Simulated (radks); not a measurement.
All-electron atom: Rh II in [Kr] 4d8. All-electron calculation, Dirac Kohn-Sham, BLYP, spin-unpolarised, spherical densities, finite nucleus; open shells fill j = l - 1/2 first; Fermi nuclear charge, rms radius 4.4945 fm. Program: a radial shooting solver on a logarithmic mesh with Libxc functionals.

Normalised radial functions P(r) = r R(r) (large component), r in bohr:

```
   r/bohr * 4s1/2 (the largest magnitude, 1.17, reaches the edge; | marks zero)
 0.001114                             |*
 0.001277                             |*
 0.001463                             |*
 0.001676                             | *
  0.00192                             | *
   0.0022                             | *
   0.0025                             | *
 0.002864                             | *
 0.003281                             |  *
 0.003759                             |  *
 0.004307                             |  *
 0.004934                             |   *
 0.005653                             |   *
 0.006477                             |   *
 0.007421                             |    *
 0.008502                             |    *
 0.009662                             |    *
  0.01107                             |     *
  0.01268                             |     *
  0.01453                             |     *
  0.01665                             |     *
  0.01907                             |     *
  0.02185                             |    *
  0.02503                             |    *
  0.02868                             |   *
  0.03286                             |  *
  0.03765                             |*
  0.04279                            *|
  0.04902                           * |
  0.05616                        *    |
  0.06434                      *      |
  0.07372                     *       |
  0.08446                    *        |
  0.09676                   *         |
   0.1109                    *        |
    0.127                      *      |
   0.1455                         *   |
   0.1654                             *
   0.1895                             |    *
   0.2171                             |        *
   0.2487                             |            *
   0.2849                             |              *
   0.3264                             |             *
    0.374                             |          *
   0.4285                             |    *
   0.4909                          *  |
   0.5624                 *           |
   0.6444          *                  |
   0.7323     *                       |
    0.839  *                          |
   0.9613  *                          |
    1.101     *                       |
    1.262          *                  |
    1.446               *             |
    1.656                    *        |
    1.897                       *     |
    2.174                          *  |
    2.491                           * |
    2.831                            *|
    3.243                             *
    3.715                             *
    4.257                             *
    4.877                             *
    5.587                             *
```

4s1/2: eigenvalue -90.049 eV, 3 radial nodes at r = 0.0411, 0.165, 0.466 bohr, <r> = 0.980 bohr, 90 % of the charge inside 1.43 bohr.
